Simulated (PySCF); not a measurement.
Compound: CH₇B₂FN₂.
Cartesian coordinates in Å at the PBE0-D3(BJ)/def2-SVP level; atoms count from 1:
```
atom  x, y, z in Å
B1    -1.171    1.074   -0.877
N2    -1.033   -0.061   -0.067
C3    -2.175   -0.922    0.217
B4     0.237   -0.452    0.536
N5     1.439    0.242    0.387
F6     0.229   -1.568    1.285
H7    -2.248    1.351   -1.352
H8    -0.211    1.779   -1.101
H9    -1.999   -1.950   -0.135
H10   -2.376   -0.977    1.298
H11   -3.068   -0.529   -0.285
H12    1.520    1.091   -0.153
H13    2.287   -0.071    0.835
```

The calculation used PBE0-D3(BJ)/def2-SVP geometry optimisation, gas phase in PySCF 2.14.0.

Take the most abundant isotopes and a rigid rotor. The values belong to one conformer with, in the numbering `[BH2:1][N:2]([CH3:3])[B:4]([NH2:5])[F:6]`, B1–N2–B4–N5 0°.

(1) Give the principal moments of inertia and the rotational constants in cm⁻¹.

(2) Classify the top.

(3) Is it planar, by Δ = Ic − Ia − Ib?

(4) Give the other two planar moments, Paa and Pbb, and the rms extents of the mass along the axes.

(5) List the rotational levels J(Ka,Kc) to J = 5 (MHz).

(6) Predict some low-J microwave lines.

(7) Estimate the classical rotational partition function at 100 K, 298.15 K and 500 K.

Answers

(1) Ia = 102.74, Ib = 152.66, Ic = 252.23 u·Å²; 505379 MHz·u·Å²/I gives 4919, 3311 and 2004 MHz, that is A = 0.16408, B = 0.11043, C = 0.06683 cm⁻¹.

(2) An asymmetric top. Ray's parameter κ = (2B − A − C)/(A − C) = -0.103; −1 is the prolate and +1 the oblate limit.

(3) Not planar: Δ = Ic − Ia − Ib = -3.17 u·Å². For a rigid frame Δ = −2 Σ m c², so Σ m c² = 1.59 u·Å² lies off the ab plane, practically all of it from hydrogen. The atom farthest from that plane is 0.89 Å away.

(4) Paa = Σ m a² = (Ib + Ic − Ia)/2 = 151.07 and Pbb = Σ m b² = (Ia + Ic − Ib)/2 = 101.16 u·Å². With the mass M = 88.08 u, the rms extents √(P/M) along a, b and c are 1.31, 1.07, 0.13 Å.

(5) Above 0(0,0):
J = 1: 1(0,1) 5314, 1(1,1) 6923, 1(1,0) 8229
J = 2: 2(0,2) 15408, 2(1,2) 16244, 2(1,1) 20165, 2(2,1) 24990, 2(2,0) 25525
J = 3: 3(0,3) 29620, 3(1,3) 29939, 3(1,2) 37629, 3(2,2) 40933, 3(2,1) 43197, 3(3,1) 52529, 3(3,0) 52680
J = 4: 4(0,4) 47722, 4(1,4) 47822, 4(1,3) 59952, 4(2,3) 61756, 4(2,2) 67140, 4(3,2) 74546, 4(3,1) 75484, 4(4,1) 89765, 4(4,0) 89800
J = 5: 5(0,5) 69754, 5(1,5) 69782, 5(1,4) 86383, 5(2,4) 87156, 5(2,3) 96823, 5(3,3) 101921, 5(3,2) 104916, 5(4,2) 117507, 5(4,1) 117798, 5(5,1) 136799, 5(5,0) 136806
The levels of one J sum to (2J + 1)J(J + 1)(A + B + C)/3.

(6) The dipole components are |μa| = 0.86 D, |μb| = 0.46 D, |μc| = 0.04 D. The squared components, which scale the intensities, stand as 1.00 : 0.29 : 0.00 (a : b : c). Some of the stronger lines:

```json
{"type": "a", "branch": "Q", "J(Ka,Kc)": "2(2,0) ← 2(2,1)", "MHz": "535", "lower level (cm⁻¹)": "0.834"}
{"type": "b", "branch": "Q", "J(Ka,Kc)": "1(1,0) ← 1(0,1)", "MHz": "2915", "lower level (cm⁻¹)": "0.177"}
{"type": "b", "branch": "Q", "J(Ka,Kc)": "2(1,1) ← 2(0,2)", "MHz": "4757", "lower level (cm⁻¹)": "0.514"}
{"type": "a", "branch": "R", "J(Ka,Kc)": "1(0,1) ← 0(0,0)", "MHz": "5314", "lower level (cm⁻¹)": "0.000"}
{"type": "b", "branch": "R", "J(Ka,Kc)": "1(1,1) ← 0(0,0)", "MHz": "6923", "lower level (cm⁻¹)": "0.000"}
{"type": "a", "branch": "Q", "J(Ka,Kc)": "3(1,2) ← 3(1,3)", "MHz": "7690", "lower level (cm⁻¹)": "0.999"}
{"type": "b", "branch": "Q", "J(Ka,Kc)": "3(1,2) ← 3(0,3)", "MHz": "8009", "lower level (cm⁻¹)": "0.988"}
{"type": "b", "branch": "Q", "J(Ka,Kc)": "3(3,0) ← 3(2,1)", "MHz": "9483", "lower level (cm⁻¹)": "1.441"}
{"type": "a", "branch": "R", "J(Ka,Kc)": "2(0,2) ← 1(0,1)", "MHz": "10094", "lower level (cm⁻¹)": "0.177"}
{"type": "b", "branch": "Q", "J(Ka,Kc)": "3(2,2) ← 3(1,3)", "MHz": "10993", "lower level (cm⁻¹)": "0.999"}
{"type": "b", "branch": "R", "J(Ka,Kc)": "3(1,2) ← 2(2,1)", "MHz": "12639", "lower level (cm⁻¹)": "0.834"}
{"type": "a", "branch": "R", "J(Ka,Kc)": "3(1,3) ← 2(1,2)", "MHz": "13695", "lower level (cm⁻¹)": "0.542"}
{"type": "b", "branch": "R", "J(Ka,Kc)": "3(1,3) ← 2(0,2)", "MHz": "14531", "lower level (cm⁻¹)": "0.514"}
{"type": "b", "branch": "R", "J(Ka,Kc)": "2(2,1) ← 1(1,0)", "MHz": "16761", "lower level (cm⁻¹)": "0.275"}
{"type": "a", "branch": "R", "J(Ka,Kc)": "3(1,2) ← 2(1,1)", "MHz": "17464", "lower level (cm⁻¹)": "0.673"}
{"type": "a", "branch": "R", "J(Ka,Kc)": "3(2,1) ← 2(2,0)", "MHz": "17672", "lower level (cm⁻¹)": "0.851"}
{"type": "b", "branch": "R", "J(Ka,Kc)": "2(2,0) ← 1(1,1)", "MHz": "18602", "lower level (cm⁻¹)": "0.231"}
{"type": "b", "branch": "R", "J(Ka,Kc)": "3(2,2) ← 2(1,1)", "MHz": "20768", "lower level (cm⁻¹)": "0.673"}
{"type": "b", "branch": "R", "J(Ka,Kc)": "3(2,1) ← 2(1,2)", "MHz": "26953", "lower level (cm⁻¹)": "0.542"}
{"type": "b", "branch": "R", "J(Ka,Kc)": "3(3,1) ← 2(2,0)", "MHz": "27004", "lower level (cm⁻¹)": "0.851"}
```

(7) Point group Cs, symmetry number σ = 1; q = (√π/σ)·√((kT/h)³/(ABC)), k/h = 20836.6 MHz/K: 29500 at 100 K, 152000 at 298.15 K, 330000 at 500 K.

Whether it is a minimum is left open (no frequencies). Constants of a rigid frame at the computed geometry: no zero-point averaging, no centrifugal distortion. A rigid rotor knows nothing of internal rotation, which can split or shift real lines. Quadrupole hyperfine structure (11B, 14N) is left out.
